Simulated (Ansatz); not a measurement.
H$_{4}$Ge, charge +1, doublet, geometry from GFN2-xTB (a state made from the parent by changing its charge; the spin is typed, not shown lowest); B97M-V/cc-pVTZ (Ansatz, an electronic-structure program).

Here is a job for Ansatz.
Ansatz 0.2 input:
```yaml
crystal:
  periodic: [false, false, false]
  atoms:
    - {symbol: Ge, position_ang: [-0.00000000, -0.00000000, 0.00000000]}
    - {symbol: H, position_ang: [-0.67646658, -0.62768487, -1.22444324]}
    - {symbol: H, position_ang: [0.64960409, -0.61379055, 1.24584600]}
    - {symbol: H, position_ang: [-1.22136068, 0.65887921, 0.65193009]}
    - {symbol: H, position_ang: [1.24822317, 0.58259622, -0.67333286]}
basis:
  gaussian:
    orbitals: cc-pVTZ
hamiltonian:
  xc: {name: B97M-V}
total_charge: 1
magnetization: {spin_polarized: true, initial_magnetization: 1}
```

What the program printed (banner, timings and long lists left out):

```
Functional definition: B97M-V
597 factors; their error is unknown
mean field evaluation 1: about -56561.5363 eV, gradient 8.2e0 eV
mean field evaluation 2: about -56561.9427 eV, gradient 3.1e0 eV
mean field evaluation 4: about -56562.0022 eV, gradient 2.1e-1 eV
mean field evaluation 8: about -56562.0013 eV, gradient 7.2e-2 eV
mean field evaluation 16: about -56562.0013 eV, gradient 3.0e-5 eV
mean field -56562.00130222 eV, -2078.6152087550 hartree, gradient 2.4e-5 eV, S^2 0.753625; 0 other end points of the search recorded, 0 dependent functions left out
reference -56562.00135540 eV, -2078.6152107095 hartree; 18, 17 occupied and 81, 82 virtual orbitals, 597 factors
Total energy: -56562.00135540 eV, -2078.6152107095 hartree
```
